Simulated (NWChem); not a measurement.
System meant: TiI₃ cation; SMILES [I][Ti+]([I])[I]

Here is an NWChem input.

```
start job
memory heap 200 mb stack 900 mb global 1100 mb
charge 1
geometry units angstroms noautoz
  Ti     0.000000     0.000000     0.730496
  I     -0.607269    -2.259463    -0.043295
  I     -1.653118     1.655642    -0.043295
  I      2.260387     0.603821    -0.043295
end
basis spherical
  Ti library def2-svp
  I library def2-svp
end
ecp
  I library def2-ecp
end
dft
  xc xpbe96 cpbe96
  iterations 4
  mulliken
end
task dft energy
```

End of the output:

```
    Atom       Charge   Shell Charges
 -----------   ------   -------------------------------------------------------
    1 Ti  22    29.26   2.00  2.00  1.94  0.54  0.14  5.99  5.88  1.41  7.20  2.14  0.02
    2 I   25    22.25   1.25  0.73  1.06  0.76  2.77  3.02  1.32  1.28  9.45  0.61
    3 I   25    22.25   1.25  0.73  1.06  0.76  2.77  3.02  1.32  1.28  9.45  0.61
    4 I   25    22.25   1.25  0.73  1.06  0.76  2.77  3.02  1.32  1.28  9.45  0.61

 center of mass
 --------------
 x =   0.00000000 y =  -0.00000000 z =  -0.02025502

 moments of inertia (a.u.)
 ------------------
        3808.604847902096          -0.000000000000          -0.000000000000
          -0.000000000000        3808.604847902097          -0.000000000000
          -0.000000000000          -0.000000000000        7441.880218553120

     Multipole analysis of the density
     ---------------------------------

     L   x y z        total         alpha         beta         nuclear
     -   - - -        -----         -----         ----         -------
     0   0 0 0      1.000000    -48.000000    -48.000000     97.000000

     1   1 0 0     -0.000000      0.000000      0.000000     -0.000000
     1   0 1 0     -0.000000     -0.000000     -0.000000     -0.000000
     1   0 0 1    -10.877918    -12.903720    -12.903720     14.929522

     2   2 0 0     24.172385   -354.435516   -354.435516    733.043416
     2   1 1 0      0.000000      0.000000      0.000000      0.000000
     2   1 0 1     -0.000000     -0.000000     -0.000000      0.000000
     2   0 2 0     24.172385   -354.435516   -354.435516    733.043416
     2   0 1 1      0.000000      0.000000      0.000000      0.000000
     2   0 0 2    -69.276820    -53.972914    -53.972914     38.669008

 ------------------------------------------------------------------------
 dft energy failed                                                                                  0
 ------------------------------------------------------------------------
 ------------------------------------------------------------------------
  current input line :
    22: task dft energy
 ------------------------------------------------------------------------
 ------------------------------------------------------------------------
 This type of error is most commonly associated with calculations not reaching convergence criteria
 ------------------------------------------------------------------------
 For more information see the NWChem manual at https://nwchemgit.github.io

0:dft energy failed:Received an Error in Communication
```

**Question.** Can this run be used? If not, why, and what is the fix?

**Answer.** Convergence was not reached. Cause: the SCF was allowed too few iterations. This input runs:
```
start job
memory heap 200 mb stack 900 mb global 1100 mb
charge 1
geometry units angstroms noautoz
  Ti     0.000000     0.000000     0.730496
  I     -0.607269    -2.259463    -0.043295
  I     -1.653118     1.655642    -0.043295
  I      2.260387     0.603821    -0.043295
end
basis spherical
  Ti library def2-svp
  I library def2-svp
end
ecp
  I library def2-ecp
end
dft
  xc xpbe96 cpbe96
  iterations 150
  mulliken
end
task dft energy
```
It converges to -1742.09436 Ha (PBE/def2-SVP with def2 effective core potentials on I).
